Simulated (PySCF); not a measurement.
Working out the ionisation energy of Ge⁺

Ge⁺ [Ar] 3d10 4s2 4p1 (2P) → Ge²⁺ [Ar] 3d10 4s2 (1S). All numbers are calculated (PySCF 2.14, the spin-free X2C one-electron Hamiltonian (Gaussian nucleus), in x2c-TZVPPall). Frozen: [Ne]. Energies in hartree (1 hartree = 27.21139 eV):

```csv
part,Ge⁺ (lower),Ge²⁺ (upper)
UHF,-2096.775745,-2096.217191
MP2 opposite-spin,-0.213411,-0.205114
MP2 same-spin,-0.098297,-0.092723
```

Q: What does Hartree-Fock give?

A: (-2096.217191) − (-2096.775745) = 0.558554 hartree = 15.199 eV.

Q: What do MP2 and SCS-MP2 (6/5 opposite-spin, 1/3 same-spin) give?

A: The opposite-spin parts differ by 0.226 eV and the same-spin parts by 0.152 eV. MP2: 15.199 + (0.226) + (0.152) = 15.577 eV. SCS-MP2: 15.199 + 1.2 × (0.226) + (0.152)/3 = 15.521 eV.

Measured between the centres of the two terms (NIST): 15.789 eV, so MP2 (valence and next inner shell) is off by -0.212 eV.

What remains against the reference includes basis incompleteness, the frozen core and correlation beyond second order.
